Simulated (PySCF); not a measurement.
ClHPbS, SMILES [SH][Pb][Cl] (connectivity only; charge and spin as stated), neutral, multiplicity 1.

The structure is a stationary point at PBE-D3(BJ)/def2-TZVP. The def2 effective core potentials stand for the cores of Pb; spin–orbit coupling is left out. One conformer was computed; it need not be the lowest.

Calculation: TDA-M06-2X/def2-SVPD (PySCF).

Vertical excitations. Gas-phase values at a fixed geometry. State labels are in the subgroup Cs.

| state | symmetry | energy (eV) | λ (nm) | f | main pairs |
|---|---|---|---|---|---|
| S1 | A" | 3.67 | 338 | 0.012 | HOMO−1→LUMO 99 % |
| S2 | A' | 4.22 | 294 | 0.028 | HOMO→LUMO 88 % |
| S3 | A" | 5.09 | 244 | 0.004 | HOMO−2→LUMO 98 % |
| S4 | A' | 5.38 | 231 | 0.006 | HOMO−3→LUMO 55 %, HOMO−1→LUMO+1 39 % |
| S5 | A" | 5.41 | 229 | 0.000 | HOMO−4→LUMO 73 %, HOMO→LUMO+2 17 % |
| S6 | A" | 5.56 | 223 | 0.005 | HOMO→LUMO+1 83 % |
| S7 | A" | 5.57 | 223 | 0.021 | HOMO→LUMO+2 65 %, HOMO−4→LUMO 23 % |
| S8 | A' | 5.60 | 221 | 0.075 | HOMO−1→LUMO+1 52 %, HOMO−3→LUMO 35 % |
| S9 | A" | 6.27 | 198 | 0.021 | HOMO→LUMO+3 63 %, HOMO→LUMO+4 21 % |
| S10 | A' | 6.46 | 192 | 0.268 | HOMO−1→LUMO+2 46 %, HOMO−2→LUMO+1 21 %, HOMO−1→LUMO+3 9 % |
| T1 | A" | 3.00 | 413 | 0 | HOMO−1→LUMO 94 % |
| T2 | A' | 3.46 | 358 | 0 | HOMO→LUMO 97 % |
| T3 | A' | 4.79 | 259 | 0 | HOMO−1→LUMO+2 49 %, HOMO−1→LUMO+1 37 % |
| T4 | A" | 4.87 | 254 | 0 | HOMO−2→LUMO 76 %, HOMO−4→LUMO 18 % |
Triplets are in the Tamm–Dancoff approximation.
